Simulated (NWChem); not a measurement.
System: C2H6FNSi; SMILES N[SiH2]/C=C/F

Input file for NWChem:

```
start job
memory heap 200 mb stack 900 mb global 1100 mb
geometry units angstroms noautosym nocenter noautoz
  N      0.771776    -2.358107     0.208290
  Si    -0.466330    -1.172332    -0.068115
  C      0.089101     0.564710    -0.483335
  C     -0.172223     1.591874     0.323446
  F      0.211413     2.856125     0.057331
  H      1.205795    -2.808911    -0.588410
  H      1.449834    -2.217329     0.948333
  H     -1.290263    -1.049160     1.165718
  H     -1.276458    -1.708560    -1.193642
  H      0.645090     0.783237    -1.395643
  H     -0.713799     1.537851     1.265057
end
basis spherical
  N library sto-3g
  Si library sto-3g
  C library sto-3g
  F library sto-3g
  H library sto-3g
end
dft
  xc hfexch
  iterations 150
end
property
  shielding
end
task dft property
```

Excerpt of the output:

```
             Northwest Computational Chemistry Package (NWChem) 7.3.0
             --------------------------------------------------------

                             Geometry "geometry" -> ""
                             -------------------------

 Output coordinates in angstroms (scale by  1.889725989 to convert to a.u.)

  No.       Tag          Charge          X              Y              Z
 ---- ---------------- ---------- -------------- -------------- --------------
    1 N                    7.0000     0.77177600    -2.35810700     0.20829000
    2 Si                  14.0000    -0.46633000    -1.17233200    -0.06811500
    3 C                    6.0000     0.08910100     0.56471000    -0.48333500
    4 C                    6.0000    -0.17222300     1.59187400     0.32344600
    5 F                    9.0000     0.21141300     2.85612500     0.05733100
    6 H                    1.0000     1.20579500    -2.80891100    -0.58841000
    7 H                    1.0000     1.44983400    -2.21732900     0.94833300
    8 H                    1.0000    -1.29026300    -1.04916000     1.16571800
    9 H                    1.0000    -1.27645800    -1.70856000    -1.19364200
   10 H                    1.0000     0.64509000     0.78323700    -1.39564300
   11 H                    1.0000    -0.71379900     1.53785100     1.26505700

 Effective nuclear repulsion energy (a.u.)     212.7834844847

  xc_inp: hfexch multiplicative factor not found.
                              NWChem Property Module
                              ----------------------

  itol2e modified to match energy
  convergence criterion.

                                 NWChem DFT Module
                                 -----------------

 Summary of "ao basis" -> "ao basis" (spherical)
 ------------------------------------------------------------------------------
       Tag                 Description            Shells   Functions and Types
 ---------------- ------------------------------  ------  ---------------------
 N                           sto-3g                  3        5   2s1p
 Si                          sto-3g                  5        9   3s2p
 C                           sto-3g                  3        5   2s1p
 F                           sto-3g                  3        5   2s1p
 H                           sto-3g                  1        1   1s

  itol2e modified to match energy
  convergence criterion.

            General Information
            -------------------
          SCF calculation type: DFT
          Wavefunction type:  closed shell.
          No. of atoms     :    11
          No. of electrons :    48
           Alpha electrons :    24
            Beta electrons :    24
          Charge           :     0
          Spin multiplicity:     1
          Use of symmetry is: off; symmetry adaption is: off
          Maximum number of iterations: 150
          AO basis - number of functions:    35
                     number of shells:    23
          Convergence on energy requested:  1.00D-07
          Convergence on density requested:  1.00D-05
          Convergence on gradient requested:  5.00D-04

              XC Information
              --------------
                     Hartree-Fock (Exact) Exchange  1.000

      Superposition of Atomic Density Guess
      -------------------------------------

 Sum of atomic energies:        -514.22459156

      Non-variational initial energy
      ------------------------------

 Total energy =    -514.818388
 1-e energy   =   -1141.360495
 2-e energy   =     413.758622
 HOMO         =      -0.092790
 LUMO         =       0.271104

   convergence    iter        energy       DeltaE   RMS-Dens  Diis-err
 ---------------- ----- ----------------- --------- --------- ---------
 d= 0,ls=0.0,diis     1   -515.5754094026 -7.28D+02  2.24D-02  4.14D-01
 d= 0,ls=0.0,diis     2   -515.6498231366 -7.44D-02  5.88D-03  3.92D-02
 d= 0,ls=0.0,diis     3   -515.6562799920 -6.46D-03  2.48D-03  2.50D-03
 d= 0,ls=0.0,diis     4   -515.6569868318 -7.07D-04  6.42D-04  4.52D-04
 d= 0,ls=0.0,diis     5   -515.6570709873 -8.42D-05  3.09D-04  2.36D-05
  Resetting Diis
 d= 0,ls=0.0,diis     6   -515.6570812928 -1.03D-05  6.12D-05  1.11D-06
 d= 0,ls=0.0,diis     7   -515.6570816695 -3.77D-07  9.10D-06  5.76D-08
 d= 0,ls=0.0,diis     8   -515.6570816847 -1.52D-08  5.28D-06  8.73D-09

         Total DFT energy =     -515.657081684698
      One electron energy =    -1139.212872285255
           Coulomb energy =      460.715442603964
    Exchange-Corr. energy =      -49.943136488079
 Nuclear repulsion energy =      212.783484484671

 Numeric. integr. density =        0.000000000000

                       DFT Final Molecular Orbital Analysis
                       ------------------------------------

 Vector   22  Occ=2.000000D+00  E=-4.170280D-01
              MO Center= -6.5D-01, -8.3D-01, -2.7D-01, r^2= 3.9D+00
   Bfn.  Coefficient  Atom+Function         Bfn.  Coefficient  Atom+Function
  ----- ------------  ---------------      ----- ------------  ---------------
    33      0.511570   9 H  s                14     -0.326870   2 Si pz
    32     -0.324807   8 H  s                29      0.253201   5 F  pz
    18      0.238009   3 C  py               13     -0.215542   2 Si py
    28      0.186787   5 F  py                5      0.162336   1 N  pz
    10      0.136628   2 Si pz               12     -0.126361   2 Si px

 Vector   23  Occ=2.000000D+00  E=-3.064076D-01
              MO Center=  3.7D-01, -1.3D+00,  8.1D-02, r^2= 3.8D+00
   Bfn.  Coefficient  Atom+Function         Bfn.  Coefficient  Atom+Function
  ----- ------------  ---------------      ----- ------------  ---------------
     4      0.568161   1 N  py                3      0.438844   1 N  px
    17      0.320040   3 C  px                5     -0.285567   1 N  pz
     2     -0.224382   1 N  s                18      0.217153   3 C  py
    22      0.188032   4 C  px               27     -0.177900   5 F  px
    16     -0.171574   3 C  s                32      0.164662   8 H  s

[...]

          -----------------------------------------
          Chemical Shielding Tensors (GIAO, in ppm)
          -----------------------------------------

                                NWChem CPHF Module
                                ------------------

  scftype          =     RHF
  nclosed          =       24
  nopen            =        0
  variables        =      264
  # of vectors     =        3
  tolerance        = 0.10D-03
  level shift      = 0.00D+00
  max iterations   =       50
  max subspace     =       30

 SCF residual:    8.9351090504749507E-005

Iterative solution of linear equations
  No. of variables      264
  No. of equations        3
  Maximum subspace       30
        Iterations       50
       Convergence  1.0D-04

   iter   nsub   residual    time
   ----  ------  --------  ---------
     1      3    1.51D+00       3.0
     2      6    1.76D-01       3.2
     3      9    3.19D-02       3.3
     4     12    9.24D-03       3.5
     5     15    1.59D-03       3.8
     6     18    2.01D-04       4.0
     7     21    2.91D-05       4.2

      Atom:    1  N
        Diamagnetic
    315.0864    -15.5237      6.0778
    -15.5237    310.8569      4.7407
      6.0778      4.7407    313.0923

        Paramagnetic
     10.5041     23.5864      7.5562
     23.5864     16.3405     32.3751
      7.5562     32.3751     94.0040

        Total Shielding Tensor
    325.5905      8.0627     13.6340
      8.0627    327.1973     37.1158
     13.6340     37.1158    407.0963

           isotropic =     353.2947
          anisotropy =     106.2970

          Principal Components and Axis System
                 1           2           3
              424.1594    323.6695    312.0552

      1         0.1568      0.9634     -0.2174
      2         0.3644      0.1482      0.9194
      3         0.9179     -0.2234     -0.3278

      Atom:    2  Si
        Diamagnetic
    866.7016     -1.3741      0.3253
     -1.3741    871.4912     -1.2151
      0.3253     -1.2151    863.4459

        Paramagnetic
   -240.5509    -13.2633     -0.4538
    -13.2633   -257.3058    -16.1874
     -0.4538    -16.1874   -292.1983

        Total Shielding Tensor
    626.1506    -14.6374     -0.1286
    -14.6374    614.1853    -17.4024
     -0.1286    -17.4024    571.2475

           isotropic =     603.8612
          anisotropy =      50.4846

          Principal Components and Axis System
                 1           2           3
              637.5176    609.4177    564.6482

      1         0.7793      0.6208      0.0859
      2        -0.6065      0.7125      0.3527
      3         0.1578     -0.3270      0.9318

      Atom:    3  C
        Diamagnetic
    242.9264      2.7919     -7.8877
      2.7919    268.5993      3.7228
     -7.8877      3.7228    253.3612

        Paramagnetic
    -48.1603    -50.8706     82.2726
    -50.8706   -157.9489     37.1180
     82.2726     37.1180   -129.1696

        Total Shielding Tensor
    194.7661    -48.0787     74.3849
    -48.0787    110.6503     40.8408
     74.3849     40.8408    124.1915

           isotropic =     143.2027
          anisotropy =     152.6169

          Principal Components and Axis System
                 1           2           3
              244.9473    153.8820     30.7788

      1         0.8637     -0.1852     -0.4688
      2        -0.1643      0.7758     -0.6092
      3         0.4765      0.6032      0.6396

      Atom:    4  C
        Diamagnetic
    246.3499      2.1699     -7.0898
      2.1699    268.4926      4.3954
     -7.0898      4.3954    256.0023

        Paramagnetic
   -115.4129    -40.9628     66.5895
    -40.9628   -158.4962     42.9872
     66.5895     42.9872   -174.1106

        Total Shielding Tensor
    130.9370    -38.7929     59.4997
    -38.7929    109.9964     47.3826
     59.4997     47.3826     81.8917

           isotropic =     107.6084
          anisotropy =      96.3031

          Principal Components and Axis System
                 1           2           3
              171.8104    144.8213      6.1934

      1         0.8609     -0.1197     -0.4944
      2        -0.1738      0.8442     -0.5070
      3         0.4781      0.5225      0.7060

      Atom:    5  F
        Diamagnetic
    443.1729     11.9073     -2.0788
     11.9073    482.0809     -7.4478
     -2.0788     -7.4478    441.0220

        Paramagnetic
      5.6295    -28.2980    105.1279
    -28.2980   -118.3569    -10.4708
    105.1279    -10.4708   -117.7628

        Total Shielding Tensor
    448.8024    -16.3907    103.0491
    -16.3907    363.7240    -17.9186
    103.0491    -17.9186    323.2592

           isotropic =     378.5952
          anisotropy =     197.5994

          Principal Components and Axis System
                 1           2           3
              510.3281    360.6850    264.7724

      1         0.8588      0.1741     -0.4818
      2        -0.1557      0.9847      0.0783
      3         0.4880      0.0078      0.8728

      Atom:    6  H
        Diamagnetic
     28.9979     -6.8990     -5.2860
     -6.8990     30.4834      7.1897
     -5.2860      7.1897     34.0747

        Paramagnetic
      2.4902      0.5120      0.7051
      0.5120      2.3017      1.0467
      0.7051      1.0467      6.2258

        Total Shielding Tensor
     31.4881     -6.3869     -4.5809
     -6.3869     32.7851      8.2364
     -4.5809      8.2364     40.3005

           isotropic =      34.8579
          anisotropy =      20.8527

          Principal Components and Axis System
                 1           2           3
               48.7597     30.6105     25.2035

      1        -0.3967     -0.6903      0.6050
      2         0.5410      0.3566      0.7617
      3         0.7416     -0.6295     -0.2320

      Atom:    7  H
        Diamagnetic
     33.6877     -2.1631     10.0688
     -2.1631     25.9054      0.6852
     10.0688      0.6852     33.9137

        Paramagnetic
      2.7429      0.4695      0.0912
      0.4695      2.9276      1.8126
      0.0912      1.8126      6.0858

        Total Shielding Tensor
     36.4307     -1.6936     10.1600
     -1.6936     28.8329      2.4977
     10.1600      2.4977     39.9994

           isotropic =      35.0877
          anisotropy =      20.2170

          Principal Components and Axis System
                 1           2           3
               48.5657     31.2839     25.4134

      1         0.6379     -0.5216      0.5666
      2         0.0426      0.7585      0.6503
      3         0.7690      0.3907     -0.5060

      Atom:    8  H
        Diamagnetic
     31.5333      0.0388     -6.7098
      0.0388     29.3640     -0.1324
     -6.7098     -0.1324     34.8959

        Paramagnetic
     -0.3529     -0.7107      1.5328
     -0.7107     -0.1296      0.3046
      1.5328      0.3046     -2.6037

        Total Shielding Tensor
     31.1804     -0.6719     -5.1770
     -0.6719     29.2344      0.1722
     -5.1770      0.1722     32.2921

           isotropic =      30.9023
          anisotropy =       9.1256

          Principal Components and Axis System
                 1           2           3
               36.9860     29.2457     26.4753

      1        -0.6685     -0.0546      0.7417
      2         0.0744      0.9874      0.1397
      3         0.7400     -0.1485      0.6560

      Atom:    9  H
        Diamagnetic
     31.7588      2.7764      5.9844
      2.7764     30.1473      3.6074
      5.9844      3.6074     33.5938

        Paramagnetic
      0.0206     -1.0198     -1.2019
     -1.0198     -0.5386     -1.3836
     -1.2019     -1.3836     -1.5875

        Total Shielding Tensor
     31.7793      1.7566      4.7824
      1.7566     29.6087      2.2238
      4.7824      2.2238     32.0063

           isotropic =      31.1314
          anisotropy =       9.7984

          Principal Components and Axis System
                 1           2           3
               37.6637     28.6727     27.0579

      1         0.6527     -0.3546      0.6695
      2         0.3305      0.9285      0.1695
      3         0.6817     -0.1107     -0.7232

      Atom:   10  H
        Diamagnetic
     27.9955      1.7876     -8.2154
      1.7876     29.5566     -1.9336
     -8.2154     -1.9336     37.2579

        Paramagnetic
     -1.9057     -2.4645      7.2678
     -2.4645      0.0443      3.5567
      7.2678      3.5567     -8.9517

        Total Shielding Tensor
     26.0897     -0.6768     -0.9476
     -0.6768     29.6009      1.6232
     -0.9476      1.6232     28.3061

           isotropic =      27.9989
          anisotropy =       4.4246

          Principal Components and Axis System
                 1           2           3
               30.9487     27.3102     25.7379

      1        -0.2211     -0.2485      0.9431
      2         0.7936     -0.6078      0.0259
      3         0.5668      0.7542      0.3316

      Atom:   11  H
        Diamagnetic
     27.7734      0.5838     -8.0893
      0.5838     29.6502      0.7809
     -8.0893      0.7809     37.4993

        Paramagnetic
     -2.4241     -1.6390      7.3814
     -1.6390      0.0370      2.1196
      7.3814      2.1196    -10.4606

        Total Shielding Tensor
     25.3493     -1.0552     -0.7080
     -1.0552     29.6872      2.9005
     -0.7080      2.9005     27.0387

           isotropic =      27.3584
          anisotropy =       6.6647

          Principal Components and Axis System
                 1           2           3
               31.8015     25.1818     25.0919

[...]
```

Level: Hartree-Fock/STO-3G, GIAO. STO-3G and 3-21G are far too small for this property and stand as cheap habits. Coordinates come from a B3LYP/6-31G* (spherical d) optimisation. The printed shielding anisotropy is the first printed principal value minus the mean of the other two.
